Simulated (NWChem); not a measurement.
System: C4H5, doublet; SMILES C(C=C)=[CH]

The following NWChem deck was run.

```
start job
memory heap 200 mb stack 900 mb global 1100 mb
geometry units angstroms noautosym nocenter noautoz
  C     -0.059780     1.930971     0.000000
  C      0.416429     0.698124     0.000000
  C     -0.398450    -0.523360     0.000000
  C      0.116089    -1.760988     0.000000
  H     -1.031522     2.409813     0.000000
  H      1.499344     0.546655     0.000000
  H     -1.478711    -0.386132     0.000000
  H      1.190273    -1.932159     0.000000
  H     -0.519069    -2.641697     0.000000
end
basis spherical
  * library def2-svp
end
dft
  odft
  mult 2
  xc b3lyp
  iterations 150
  mulliken
end
task dft energy
esp
  recalculate
  probe 0.07
  range 0.3
  factor 1.0
  spacing 0.02
end
task esp
```

Output (shortened):

```
             Northwest Computational Chemistry Package (NWChem) 7.3.0
             --------------------------------------------------------

                             Geometry "geometry" -> ""
                             -------------------------

 Output coordinates in angstroms (scale by  1.889725989 to convert to a.u.)

  No.       Tag          Charge          X              Y              Z
 ---- ---------------- ---------- -------------- -------------- --------------
    1 C                    6.0000    -0.05978000     1.93097100     0.00000000
    2 C                    6.0000     0.41642900     0.69812400     0.00000000
    3 C                    6.0000    -0.39845000    -0.52336000     0.00000000
    4 C                    6.0000     0.11608900    -1.76098800     0.00000000
    5 H                    1.0000    -1.03152200     2.40981300     0.00000000
    6 H                    1.0000     1.49934400     0.54665500     0.00000000
    7 H                    1.0000    -1.47871100    -0.38613200     0.00000000
    8 H                    1.0000     1.19027300    -1.93215900     0.00000000
    9 H                    1.0000    -0.51906900    -2.64169700     0.00000000

 Effective nuclear repulsion energy (a.u.)      96.5281212186

                                 NWChem DFT Module
                                 -----------------

 Summary of "ao basis" -> "ao basis" (spherical)
 ------------------------------------------------------------------------------
       Tag                 Description            Shells   Functions and Types
 ---------------- ------------------------------  ------  ---------------------
 C                          def2-svp                 6       14   3s2p1d
 H                          def2-svp                 3        5   2s1p

            General Information
            -------------------
          SCF calculation type: DFT
          Wavefunction type:  spin polarized.
          No. of atoms     :     9
          No. of electrons :    29
           Alpha electrons :    15
            Beta electrons :    14
          Charge           :     0
          Spin multiplicity:     2
          Use of symmetry is: off; symmetry adaption is: off
          Maximum number of iterations: 150
          AO basis - number of functions:    81
                     number of shells:    39
          Convergence on energy requested:  1.00D-06
          Convergence on density requested:  1.00D-05
          Convergence on gradient requested:  5.00D-04

              XC Information
              --------------
                         B3LYP Method XC Potential
                     Hartree-Fock (Exact) Exchange  0.200
                        Slater Exchange Functional  0.800 local
                    Becke 1988 Exchange Functional  0.720 non-local
              Lee-Yang-Parr Correlation Functional  0.810
                  VWN I RPA Correlation Functional  0.190 local

             Grid Information
             ----------------
          Grid used for XC integration:  medium
          Radial quadrature: Mura-Knowles
          Angular quadrature: Lebedev.
          Tag              B.-S. Rad. Rad. Pts. Rad. Cut. Ang. Pts.
          ---              ---------- --------- --------- ---------
          C                   0.70       49          12.0       434
          H                   0.35       45          12.0       434
          Grid pruning is: on
          Number of quadrature shells:   421
          Spatial weights used:  Erf1

      Superposition of Atomic Density Guess
      -------------------------------------

 Sum of atomic energies:        -152.99563716

      Non-variational initial energy
      ------------------------------

 Total energy =    -155.300945
 1-e energy   =    -394.483890
 2-e energy   =     142.654824
 HOMO         =      -0.175730
 LUMO         =      -0.033649

     ---------------------------------------------
      Total Density - Mulliken Population Analysis
     ---------------------------------------------

    Atom       Charge   Shell Charges
 -----------   ------   -------------------------------------------------------
    1 C    6     6.09   1.99  1.01  0.40  1.73  0.94  0.02
    2 C    6     6.15   1.99  0.97  0.23  1.97  0.95  0.04
    3 C    6     6.06   1.99  0.97  0.25  1.91  0.90  0.04
    4 C    6     6.21   1.99  0.97  0.27  1.99  0.97  0.03
    5 H    1     0.88   0.64  0.21  0.03
    6 H    1     0.89   0.66  0.21  0.02
    7 H    1     0.92   0.68  0.22  0.02
    8 H    1     0.90   0.67  0.21  0.03
    9 H    1     0.89   0.67  0.20  0.03

     --------------------------------------------
      Spin Density - Mulliken Population Analysis
     --------------------------------------------

    Atom       Charge   Shell Charges
 -----------   ------   -------------------------------------------------------
    1 C    6     0.78   0.00  0.03  0.05  0.40  0.31  0.00
    2 C    6     0.04   0.00  0.00  0.00  0.02  0.00  0.01
    3 C    6     0.07   0.00  0.02 -0.00  0.05  0.01  0.00
    4 C    6     0.01   0.00  0.00 -0.00  0.01  0.00  0.00
    5 H    1     0.04   0.03  0.01  0.00
    6 H    1     0.04   0.03  0.01 -0.00
    7 H    1     0.01   0.00  0.00  0.00
    8 H    1     0.00   0.00  0.00  0.00
    9 H    1     0.01   0.00  0.00  0.00

   convergence    iter        energy       DeltaE   RMS-Dens  Diis-err
 ---------------- ----- ----------------- --------- --------- ---------
 d= 0,ls=0.0,diis     1   -155.1480202304 -2.52D+02  5.78D-03  7.65D-02
                                                     3.70D-03  6.83D-02
 d= 0,ls=0.0,diis     2   -155.1864069132 -3.84D-02  2.10D-03  9.54D-03
                                                     2.03D-03  1.08D-02
 d= 0,ls=0.0,diis     3   -155.1825646240  3.84D-03  1.47D-03  1.87D-02
                                                     1.15D-03  1.53D-02
 d= 0,ls=0.0,diis     4   -155.1927817304 -1.02D-02  1.72D-04  2.06D-04
                                                     2.27D-04  3.47D-04
 d= 0,ls=0.0,diis     5   -155.1929938220 -2.12D-04  1.08D-04  3.84D-05
                                                     9.36D-05  3.65D-05
  Resetting Diis
 d= 0,ls=0.0,diis     6   -155.1930468805 -5.31D-05  8.20D-05  7.01D-06
                                                     9.02D-05  9.46D-06
 d= 0,ls=0.0,diis     7   -155.1930740564 -2.72D-05  6.93D-05  7.33D-06
                                                     5.30D-05  5.13D-06
 d= 0,ls=0.0,diis     8   -155.1930783022 -4.25D-06  3.25D-05  1.44D-05
                                                     3.30D-05  1.62D-05
 d= 0,ls=0.0,diis     9   -155.1930879116 -9.61D-06  6.27D-05  1.10D-06
                                                     5.98D-05  8.02D-07
 d= 0,ls=0.0,diis    10   -155.1930946812 -6.77D-06  2.78D-05  3.22D-07
                                                     3.07D-05  6.13D-07
 d= 0,ls=0.0,diis    11   -155.1930958157 -1.13D-06  3.98D-06  2.63D-08
                                                     2.34D-06  1.60D-08
 d= 0,ls=0.0,diis    12   -155.1930958516 -3.58D-08  2.00D-06  7.60D-09
                                                     3.08D-06  1.28D-08

         Total DFT energy =     -155.193095851585
      One electron energy =     -398.045336800164
           Coulomb energy =      169.760557848899
    Exchange-Corr. energy =      -23.436438118873
 Nuclear repulsion energy =       96.528121218553

 Numeric. integr. density =       29.000001971041

                    DFT Final Alpha Molecular Orbital Analysis
                    ------------------------------------------

 Vector   13  Occ=1.000000D+00  E=-3.354044D-01
              MO Center=  1.7D-02,  2.0D-01, -5.7D-11, r^2= 2.4D+00
   Bfn.  Coefficient  Atom+Function         Bfn.  Coefficient  Atom+Function
  ----- ------------  ---------------      ----- ------------  ---------------
    20      0.333884  2 C  pz                34      0.326608  3 C  pz
     6      0.261686  1 C  pz                48      0.212332  4 C  pz
    23      0.191339  2 C  pz                37      0.192193  3 C  pz
     9      0.146687  1 C  pz                51      0.122562  4 C  pz

 Vector   14  Occ=1.000000D+00  E=-2.478944D-01
              MO Center= -8.8D-03,  7.5D-02, -8.9D-09, r^2= 3.6D+00
   Bfn.  Coefficient  Atom+Function         Bfn.  Coefficient  Atom+Function
  ----- ------------  ---------------      ----- ------------  ---------------
     6      0.365947  1 C  pz                48     -0.339295  4 C  pz
    34     -0.270428  3 C  pz                 9      0.260115  1 C  pz
    51     -0.250224  4 C  pz                20      0.217114  2 C  pz
    37     -0.184447  3 C  pz                23      0.142305  2 C  pz

 Vector   15  Occ=1.000000D+00  E=-2.465146D-01
              MO Center=  1.3D-01,  1.8D+00,  7.8D-09, r^2= 1.9D+00
   Bfn.  Coefficient  Atom+Function         Bfn.  Coefficient  Atom+Function
  ----- ------------  ---------------      ----- ------------  ---------------
     4      0.415799  1 C  px                 5      0.376782  1 C  py
     8      0.319334  1 C  py                 7      0.271384  1 C  px
     3      0.224491  1 C  s                  2      0.169685  1 C  s
    33      0.169021  3 C  py                31      0.167898  3 C  s
    62     -0.164642  6 H  s                 57     -0.154936  5 H  s

 Vector   16  Occ=0.000000D+00  E=-3.729031D-02
              MO Center=  3.1D-02, -4.7D-02, -3.7D-10, r^2= 3.9D+00
   Bfn.  Coefficient  Atom+Function         Bfn.  Coefficient  Atom+Function
  ----- ------------  ---------------      ----- ------------  ---------------
    51      0.465347  4 C  pz                 9      0.419766  1 C  pz
    48      0.372460  4 C  pz                 6      0.354045  1 C  pz
    23     -0.313198  2 C  pz                37     -0.308685  3 C  pz
    20     -0.264456  2 C  pz                34     -0.256325  3 C  pz
    39     -0.028611  3 C  d -1              25      0.026033  2 C  d -1

 Vector   17  Occ=0.000000D+00  E= 6.636656D-02
              MO Center=  3.1D-02,  1.1D-01, -8.1D-10, r^2= 3.2D+00
   Bfn.  Coefficient  Atom+Function         Bfn.  Coefficient  Atom+Function
  ----- ------------  ---------------      ----- ------------  ---------------
    23      0.720220  2 C  pz                37     -0.697300  3 C  pz
     9     -0.481275  1 C  pz                51      0.474327  4 C  pz
    20      0.397942  2 C  pz                34     -0.386379  3 C  pz
     6     -0.223849  1 C  pz                48      0.206368  4 C  pz

 Vector   18  Occ=0.000000D+00  E= 7.624792D-02
              MO Center= -1.9D-02,  4.1D-01,  3.8D-10, r^2= 7.4D+00
   Bfn.  Coefficient  Atom+Function         Bfn.  Coefficient  Atom+Function
  ----- ------------  ---------------      ----- ------------  ---------------
    58      1.123961  5 H  s                 63     -1.041410  6 H  s
    68      0.964522  7 H  s                 73     -0.871082  8 H  s
     3     -0.732583  1 C  s                 31     -0.639741  3 C  s
    17      0.588006  2 C  s                 45      0.526286  4 C  s
    21      0.412770  2 C  px                 7      0.384577  1 C  px

                     DFT Final Beta Molecular Orbital Analysis
                     -----------------------------------------

 Vector   12  Occ=1.000000D+00  E=-3.663613D-01
              MO Center= -9.6D-02, -8.1D-01,  2.5D-11, r^2= 2.9D+00
   Bfn.  Coefficient  Atom+Function         Bfn.  Coefficient  Atom+Function
  ----- ------------  ---------------      ----- ------------  ---------------
    67     -0.308290  7 H  s                 32      0.306660  3 C  px
    46     -0.273877  4 C  px                72     -0.255287  8 H  s
    18     -0.229186  2 C  px                77      0.207549  9 H  s
    68     -0.181196  7 H  s                 62     -0.164946  6 H  s
    73     -0.159873  8 H  s                 17      0.125837  2 C  s

 Vector   13  Occ=1.000000D+00  E=-3.334310D-01
              MO Center=  2.5D-02,  4.1D-02,  6.3D-12, r^2= 2.3D+00
   Bfn.  Coefficient  Atom+Function         Bfn.  Coefficient  Atom+Function
  ----- ------------  ---------------      ----- ------------  ---------------
    20      0.346093  2 C  pz                34      0.332020  3 C  pz
    48      0.233687  4 C  pz                 6      0.211351  1 C  pz
    23      0.206378  2 C  pz                37      0.193369  3 C  pz
    51      0.137659  4 C  pz                 9      0.112424  1 C  pz

 Vector   14  Occ=1.000000D+00  E=-2.402238D-01
              MO Center=  4.8D-02, -2.2D-02, -8.4D-10, r^2= 3.5D+00
   Bfn.  Coefficient  Atom+Function         Bfn.  Coefficient  Atom+Function
  ----- ------------  ---------------      ----- ------------  ---------------
    48      0.360543  4 C  pz                 6     -0.320516  1 C  pz
    20     -0.279517  2 C  pz                51      0.273743  4 C  pz
    34      0.232297  3 C  pz                 9     -0.222806  1 C  pz
    23     -0.198706  2 C  pz                37      0.159759  3 C  pz

 Vector   15  Occ=0.000000D+00  E=-7.981313D-02
              MO Center=  1.4D-01,  1.9D+00, -2.8D-10, r^2= 1.8D+00
   Bfn.  Coefficient  Atom+Function         Bfn.  Coefficient  Atom+Function
  ----- ------------  ---------------      ----- ------------  ---------------
     8      0.441924  1 C  py                31      0.367267  3 C  s
     4      0.352128  1 C  px                 5      0.339447  1 C  py
     7      0.263966  1 C  px                 3      0.253956  1 C  s
    58     -0.196317  5 H  s                 45     -0.177455  4 C  s
    63     -0.168147  6 H  s                 17      0.151190  2 C  s

[...]

                     NWChem Electrostatic Potential Fit Module
                     -----------------------------------------

 Atom parameters

 Number of atoms is                                    9
 Number of basis functions is                         81

 Grid parameters

 Maximum number of grid points is                  36982
 Number of grid points is                          36981
 Grid range                                     0.300000 nm
 Grid spacing                                   0.020000 nm
 Probe radius                                   0.070000 nm
 Atom radius factor                             1.000000

 Atomic radii

    1    0.100000
    6    0.147000
 FASTESP  F
  using M.O. file = ./job.movecs

    Atom              Coordinates                           Charge

                                                  ESP

    1 C    -0.005978    0.193097    0.000000   -0.292370
    2 C     0.041643    0.069812    0.000000   -0.006019
    3 C    -0.039845   -0.052336    0.000000   -0.006017
    4 C     0.011609   -0.176099    0.000000   -0.358341
    5 H    -0.103152    0.240981    0.000000    0.183048
    6 H     0.149934    0.054666    0.000000    0.105462
    7 H    -0.147871   -0.038613    0.000000    0.096037
    8 H     0.119027   -0.193216    0.000000    0.144945
    9 H    -0.051907   -0.264170    0.000000    0.133255
                                            ------------
                                               -0.000000

 Dipole moment                                  0.265747

 Quadrupole moment Qxx                          5.003630
                   Qyy                         -0.699046
                   Qzz                         -4.304585

 RMS deviation kJ/mol                           0.070987

 RRMS %                                        52.677639
```

Level: B3LYP/def2-SVP, spin-unrestricted. In the optimisation the excess spin sits in a' (Cs, its own frame). Geometry: optimised at B3LYP/6-31G* (spherical d), spin-unrestricted. No stability test was run on the SCF state.
